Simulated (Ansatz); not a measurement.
```yaml
crystal:
  periodic: [false, false, false]
  atoms:
    - {symbol: Zn, position_ang: [-0.056030, 1.239719, -0.057582]}
    - {symbol: Zn, position_ang: [0.056167, -1.239799, 0.054858]}
    - {symbol: Se, position_ang: [-2.022033, -0.095854, -0.093039]}
    - {symbol: Se, position_ang: [2.021885, 0.095934, 0.095763]}
basis:
  gaussian: {orbitals: def2-mTZVPP}
total_charge: 1
magnetization: {spin_polarized: true, initial_magnetization: 1}
hamiltonian: {xc: {name: wB97M-V}}
scf: {max_iter: 3}
```

```sh
$ ansatz run in.yaml --threads 4 --pin off --events-out ev --progress --plain --max-ram 4787MiB
```

**Question.** Predict how Ansatz answers.

**Answer.** The program refused the input. The input holds a key that doesn't belong there.
```
Error: invalid value for `basis.gaussian`: such a run doesn't read scf.max_iter; remove what it names
```
